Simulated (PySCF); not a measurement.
C5H14OSi2.
SMILES with atom numbers: `[CH3:1][CH2:2][O:3][Si@H:4]([CH3:5])/[CH:6]=[CH:7]\[SiH3:8]` (hydrogens: H9, H10, H11 on C1; H12, H13 on C2; H14 on Si4; H15, H16, H17 on C5; H18 on C6; H19 on C7; H20, H21, H22 on Si8)

The same species was optimised twice, with GFN2-xTB and with PBE0-D3(BJ)/def2-SVP (PySCF), and the same property calculations (PySCF, gas phase) were run on both structures.

```json
{"coordinate": "O3–Si4 (Å)", "GFN2-xTB": "1.625", "PBE0-D3(BJ)/def2-SVP": "1.673", "change": "+0.048"}
{"coordinate": "Si4–C5 (Å)", "GFN2-xTB": "1.892", "PBE0-D3(BJ)/def2-SVP": "1.864", "change": "-0.028"}
{"coordinate": "Si4–C6 (Å)", "GFN2-xTB": "1.893", "PBE0-D3(BJ)/def2-SVP": "1.877", "change": "-0.016"}
{"coordinate": "C6=C7 (Å)", "GFN2-xTB": "1.333", "PBE0-D3(BJ)/def2-SVP": "1.347", "change": "+0.014"}
{"coordinate": "C1–C2 (Å)", "GFN2-xTB": "1.521", "PBE0-D3(BJ)/def2-SVP": "1.510", "change": "-0.011"}
{"coordinate": "C2–O3 (Å)", "GFN2-xTB": "1.400", "PBE0-D3(BJ)/def2-SVP": "1.409", "change": "+0.009"}
{"coordinate": "C7–Si8 (Å)", "GFN2-xTB": "1.882", "PBE0-D3(BJ)/def2-SVP": "1.887", "change": "+0.005"}
{"coordinate": "O3–Si4–C6 (°)", "GFN2-xTB": "113.8", "PBE0-D3(BJ)/def2-SVP": "108.3", "change": "-5.5"}
{"coordinate": "C2–O3–Si4 (°)", "GFN2-xTB": "128.8", "PBE0-D3(BJ)/def2-SVP": "124.0", "change": "-4.8"}
{"coordinate": "Si4–C6–C7 (°)", "GFN2-xTB": "128.1", "PBE0-D3(BJ)/def2-SVP": "123.9", "change": "-4.2"}
{"coordinate": "O3–Si4–C5 (°)", "GFN2-xTB": "103.0", "PBE0-D3(BJ)/def2-SVP": "106.8", "change": "+3.8"}
{"coordinate": "C6–C7–Si8 (°)", "GFN2-xTB": "128.4", "PBE0-D3(BJ)/def2-SVP": "127.8", "change": "-0.6"}
{"coordinate": "C5–Si4–C6 (°)", "GFN2-xTB": "112.9", "PBE0-D3(BJ)/def2-SVP": "112.5", "change": "-0.4"}
{"coordinate": "C1–C2–O3 (°)", "GFN2-xTB": "109.5", "PBE0-D3(BJ)/def2-SVP": "109.4", "change": "-0.1"}
{"coordinate": "C1–C2–O3–Si4 (°)", "GFN2-xTB": "-167", "PBE0-D3(BJ)/def2-SVP": "171", "change": "-22"}
{"coordinate": "C2–O3–Si4–C5 (°)", "GFN2-xTB": "176", "PBE0-D3(BJ)/def2-SVP": "-165", "change": "+19"}
{"coordinate": "O3–Si4–C6–C7 (°)", "GFN2-xTB": "37", "PBE0-D3(BJ)/def2-SVP": "33", "change": "-4"}
```

Rotational constants: A = 1297, B = 1170, C = 778.0 MHz (GFN2-xTB) against A = 1335, B = 1169, C = 789.9 MHz (PBE0-D3(BJ)/def2-SVP). Point groups within 0.08 Å: C1 and C1.

On the GFN2-xTB structure: HOMO (eV) -7.77 [PBE0/pcSseg-1]; LUMO (eV) -0.93 [PBE0/pcSseg-1]; dipole (D) 0.84 [PBE0/pcSseg-1]; GIAO shielding of C1 (ppm) 166.3 [PBE0/pcSseg-1]; GIAO shielding of C2 (ppm) 125.2 [PBE0/pcSseg-1]; GIAO shielding of O3 (ppm) 286.9 [PBE0/pcSseg-1]; GIAO shielding of Si4 (ppm) 367.2 [PBE0/pcSseg-1]; GIAO shielding of C5 (ppm) 186.8 [PBE0/pcSseg-1]; GIAO shielding of C6 (ppm) 26.4 [PBE0/pcSseg-1]; GIAO shielding of C7 (ppm) 33.8 [PBE0/pcSseg-1]; GIAO shielding of Si8 (ppm) 430.5 [PBE0/pcSseg-1].

Q: What do these properties become on the PBE0-D3(BJ)/def2-SVP structure?

A: 
```tsv
property	level	on GFN2-xTB	on PBE0-D3(BJ)/def2-SVP	change
HOMO (eV)	PBE0/pcSseg-1	-7.77	-7.76	+0.01
LUMO (eV)	PBE0/pcSseg-1	-0.93	-1.03	-0.10
dipole (D)	PBE0/pcSseg-1	0.84	1.09	+0.25
energy, GFN2-xTB geometry as zero (kcal/mol)	PBE0/pcSseg-1	0.0	-2.7	-2.7
GIAO shielding of C1 (ppm)	PBE0/pcSseg-1	166.3	164.6	-1.7
GIAO shielding of C2 (ppm)	PBE0/pcSseg-1	125.2	122.4	-2.8
GIAO shielding of O3 (ppm)	PBE0/pcSseg-1	286.9	282.5	-4.4
GIAO shielding of Si4 (ppm)	PBE0/pcSseg-1	367.2	355.0	-12.2
GIAO shielding of C5 (ppm)	PBE0/pcSseg-1	186.8	185.6	-1.2
GIAO shielding of C6 (ppm)	PBE0/pcSseg-1	26.4	22.3	-4.1
GIAO shielding of C7 (ppm)	PBE0/pcSseg-1	33.8	31.5	-2.3
GIAO shielding of Si8 (ppm)	PBE0/pcSseg-1	430.5	428.5	-2.0
```

The heavy atoms differ by 0.138 Å rms after alignment. Among bonds between heavy atoms O3–Si4 changes most (+0.048 Å). Changes are differences of the printed values. Neither structure is proved a minimum here.

The values belong to the conformer `[CH3:1][CH2:2][O:3][Si@H:4]([CH3:5])/[CH:6]=[CH:7]\[SiH3:8]`: C1–C2–O3–Si4 171°, C2–O3–Si4–C5 -165°, O3–Si4–C6–C7 33°.
